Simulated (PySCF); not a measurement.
# GeH and its ions

M06; Ge def2-TZVPPD, H def2-TZVPPD; no relativity (PySCF 2.14). Neutral (UKS): doublet (π ↑), Re = 1.607 Å, ωe = 1881 cm⁻¹, De = 3.00 eV, HOMO -4.97 eV, LUMO -3.07 eV.

GeH⁺ (UKS): singlet (closed shell), Re = 1.595 Å, ωe = 2005 cm⁻¹, De = 3.15 eV to Ge⁺ + H. The energies at the minima are -2077.47780 hartree for GeH and -2077.20173 for GeH⁺.

(1) Work out the adiabatic ionisation energy, without and with harmonic zero-point energies (1 hartree = 27.2114 eV, 1 eV = 8065.5 cm⁻¹), and the change of the bond length.

For an ion De counts to the pair picked by the measured ionisation energies or electron affinities, which need not be the lowest pair at this level. States were picked by a PBE0 search and need not be the measured ground states.

## Answers

(1) At M06: 0.27607 hartree = 7.512 eV between the minima; the zero-point term (2005.0 − 1881.0)/2 cm⁻¹ = +0.008 eV makes it 7.520 eV. Re changes by -1.2 pm against the neutral. The electron leaves a π orbital, which is non-bonding in a hydride.
